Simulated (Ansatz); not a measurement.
**Question.** Predict a relaxed structure of the cluster Ba₄Te₃⁺ (the lowest doublet isomer of a short search), charge 1, doublet, at PBE0-D4/def2-SVP (Ansatz).

**Answer.** 
```xyz
7

Ba    2.2893    1.3609    1.3630
Ba   -1.6192   -1.0419    2.2907
Ba   -1.1966    1.3373   -1.5765
Ba    1.2596   -2.4761   -1.1109
Te   -1.9074   -1.8289   -0.8425
Te   -0.8670    2.0488    1.6568
Te    2.0414    0.5999   -1.7805
```
Point group C3v (tolerance 0.1 Å). This is one stationary point.

In the def2 sets Ba, Te take a core potential; there is no spin–orbit coupling. The structure comes from a short search, and lower isomers may exist.
